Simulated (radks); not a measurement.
Results of a calculation; reference values are marked as such.
Q: Radial electron density D(r) = 4 pi r^2 rho(r) of an atom or ion with 50.25 electrons. Code: a radial shooting solver on a logarithmic mesh with Libxc functionals. Model: scalar-relativistic Kohn-Sham, PBE, spin-polarised, spherical densities, point nucleus.

```
   r/bohr * D(r) (the largest magnitude, 80.8, reaches the edge; | marks zero)
  0.00212 |   *
  0.00285 |     *
 0.003832 |         *
 0.005152 |              *
 0.006927 |                     *
 0.009387 |                             *
  0.01262 |                                     *
  0.01697 |                                          *
  0.02281 |                                           *
  0.03067 |                                       *
  0.04124 |                                     *
  0.05544 |                                          *
  0.07514 |                                                     *
    0.101 |                                                      *
   0.1358 |                                           *
   0.1826 |                                      *
   0.2455 |                                             *
   0.3301 |                                       *
   0.4438 |                   *
   0.6015 |             *
   0.8087 |               *
    1.087 |          *
    1.462 |    *
    1.965 | *
    2.642 |*
    3.552 |*
    4.814 *
    6.473 *
    8.703 *
     11.7 *
```

What is the nuclear charge?

A: Z = 50. The innermost maximum, from 1s, lies near gamma/Z bohr with gamma = sqrt(1 - (Z/c)^2) = 0.931, here 0.0186 bohr (found: 0.0204), and its height grows with Z. The density is that of the tin anion Sn0.25- in [Kr] 4d10 5s2 5p(up 1.25, down 1); the configuration itself is not fixed sharply by these data, and Z only to a few units. D(r) has 4 maxima, at r = 0.0204, 0.0903, 0.264, 0.777 bohr, and minima at 0.0399, 0.173, 0.569 bohr, inside which lie 2.00, 11.16, 28.95 electrons.
